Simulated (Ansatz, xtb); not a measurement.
**Two isomers of C3H6BrGeN**

We compare X, `CC#[C][Ge@H]([NH2])[Br]`, a singlet, with Y, `C#C[CH2][Ge@H]([NH2])[Br]`, a singlet. Both are isolated molecules in the gas phase, relaxed with PBE-D3(BJ)/def2-SVP; the shapes shown needn't be the lowest conformers.

X (Å):

```yaml
atoms:
  - { symbol: C, position_ang: [-0.4457, -1.2785, -3.1628] }
  - { symbol: C, position_ang: [-0.9131, -0.5511, -1.9941] }
  - { symbol: C, position_ang: [-1.3097, 0.0603, -1.0025] }
  - { symbol: Br, position_ang: [-1.6302, -0.4365, 2.3812] }
  - { symbol: Ge, position_ang: [-1.9139, 0.9817, 0.5355] }
  - { symbol: N, position_ang: [-0.8684, 2.4674, 0.7542] }
  - { symbol: H, position_ang: [-0.3852, -0.6185, -4.0532] }
  - { symbol: H, position_ang: [0.5638, -1.7064, -2.9898] }
  - { symbol: H, position_ang: [-1.1289, -2.1175, -3.4103] }
  - { symbol: H, position_ang: [-3.4300, 1.2896, 0.4991] }
  - { symbol: H, position_ang: [-0.2503, 2.6754, -0.0345] }
  - { symbol: H, position_ang: [-1.3304, 3.3136, 1.0962] }
```

Y (Å):

```xyz
12

C     0.1392    2.4135   -1.7184
C    -0.4898    1.5765   -1.0847
C    -1.2030    0.5980   -0.2886
Br   -1.8755   -0.8473    2.7855
Ge   -0.3049    0.3265    1.4585
N     1.2601   -0.5938    1.1835
H     0.6895    3.1488   -2.2879
H    -2.2449    0.9129   -0.0715
H    -1.2576   -0.3916   -0.7901
H     0.0313    1.6424    2.1960
H     1.8137   -0.7246    2.0382
H     1.1312   -1.5135    0.7453
```

Problem. Estimate which is lower in electronic energy at CCSD(T)/def2-SVP + ΔMP2/def2-TZVPP, and by roughly how much.

Solution. The CCSD(T)/def2-SVP + ΔMP2/def2-TZVPP calculation puts structure X lower, by 5.4 kcal/mol.

The same difference at several levels:

| level | geometry | E(Y) − E(X) (kcal/mol) | departure from the last row (kcal/mol) | job, with rough time for the two |
| --- | --- | --- | --- | --- |
| GFN2-xTB | GFN2-xTB | +7.5 | +2.1 | optimisation, 0.16 s |
| HF/STO-3G | GFN2-xTB | +16.8 | +11.4 | single point, 0.54 s |
| r2SCAN-D4/def2-SVP | GFN2-xTB | +7.5 | +2.0 | single point, 3.2 s |
| PBE-D3(BJ)/def2-SVP | PBE-D3(BJ)/def2-SVP | +4.0 | −1.4 | optimisation, 2.7 min |
| HF/def2-SVP | PBE-D3(BJ)/def2-SVP | +8.0 | +2.6 | part of the CCSD(T) run |
| MP2/def2-SVP | PBE-D3(BJ)/def2-SVP | +5.6 | +0.2 | part of the CCSD(T) run |
| CCSD(T)/def2-SVP | PBE-D3(BJ)/def2-SVP | +5.5 | +0.1 | single point |
| CCSD(T)/def2-SVP + ΔMP2/def2-TZVPP | PBE-D3(BJ)/def2-SVP | +5.4 |  | single point, 85 s |

As drawn, both hold the same kinds of bond in the same numbers. Structure X has 1 methyl group, Y 0.

None of the levels shown reverses the order. The largest departure from CCSD(T)/def2-SVP + ΔMP2/def2-TZVPP is that of HF/STO-3G, 11.4 kcal/mol. A small imaginary or near-zero mode remains, so no thermal terms are given. The last row adds to CCSD(T) the change of the MP2 difference between the two basis sets, here −0.1 kcal/mol.

The correlated steps freeze 22 core orbitals; the filled d shell of Br and Ge is correlated, in a basis made for valence electrons. Run with Ansatz 0.2.0, xtb 6.7.1; the last row on 4 threads of Arm Neoverse V2 on a shared host.
